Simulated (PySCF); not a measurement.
A structure optimised at B3LYP-D3(BJ)/def2-SVP, used in a PySCF frequency run:

```
Cd
N 1 2.0286
H 2 1.0216 1 113.19
H 2 1.0216 3 106.31 1 -124.88
Se 1 2.4735 2 174.05 3 119.47
H 5 1.4778 1 91.22 2 180.00
```

Problem. Write its SMILES, formula and point group.

Solution. [NH2][Cd][SeH], CdH3NSe, Cs

Problem. What are its rotational constants (standard atomic weights)?

Solution. 125.14, 1.1745, 1.1708 GHz
